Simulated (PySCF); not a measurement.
From one molecule to another.

First species: C4H9ClO3Si.
InChI=1S/C4H9ClO3Si/c1-2-8-9(6,7)4-3-5/h3-4,6-7H,2H2,1H3/b4-3-

Second species: C4H9ClO3Si.
InChI=1S/C4H9ClO3Si/c1-7-3-2(5)4(3)8-9-6/h2-4,6H,9H2,1H3/t2-,3-,4-/m1/s1

Levels: PBE0/pcSseg-1 for HOMO energy, LUMO energy and HOMO–LUMO gap. Geometries: GFN2-xTB. Each structure is a single optimised conformer of the isolated species, non-relativistic unless stated; the electronic structure was computed with PySCF and density fitting.

The conformers computed, where there is a choice (atom-mapped SMILES and torsion angles):
- `[CH3:1][O:2][C@@H:3]1[C@@H:4]([Cl:5])[C@H:6]1[O:7][SiH2:8][OH:9]`: C1–O2–C3–C4 154°, C4–C6–O7–Si8 -82°, C6–O7–Si8–O9 51°, H–O9–Si8–O7 39°

The conformers of `CCO[Si](O)(O)/C=C\Cl` aren't listed.

```tsv
property	column X	column Y
HOMO energy	-7.69 eV	-7.36 eV
LUMO energy	-0.72 eV	0.49 eV
HOMO–LUMO gap	6.97 eV	7.85 eV
```

Question: Which column belongs to which species?

Answer: Column X is the first species and column Y the second. The first has 18 atoms and 88 electrons, the second 18 and 88.

Question: How does each property change from the first species to the second?

Answer: HOMO energy +0.33 eV; LUMO energy +1.21 eV; HOMO–LUMO gap +0.88 eV.

